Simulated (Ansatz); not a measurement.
BeMeCl (CH3BeCl) was relaxed with PBE0-D4 (def2-TZVP) in Ansatz in these states: charge +1 doublet, neutral singlet. The geometries follow in no particular order.

A:

```xyz
6

Be    0.714    0.644   -0.317
C    -0.630   -0.539    0.207
H     0.222   -1.230    0.331
H    -1.451   -0.878   -0.415
H    -0.853    0.259    0.936
Cl    1.999    1.744   -0.742
```

B:

Cartesian coordinates in Å:
```
Be 0.185 -0.811 0.582
C -0.120 0.526 -0.377
H -0.818 1.217 0.105
H -0.557 0.241 -1.339
H 0.796 1.086 -0.590
Cl 0.514 -2.259 1.620
```

Judge from the bond lengths which geometry belongs to which state (an estimate).

A is the charge +1 doublet (Be1–C2 1.866 Å, Be1–Cl6 1.744 Å, C2–H4 1.084 Å); B is the neutral singlet (Be1–C2 1.673 Å, Be1–Cl6 1.812 Å, C2–H4 1.094 Å).
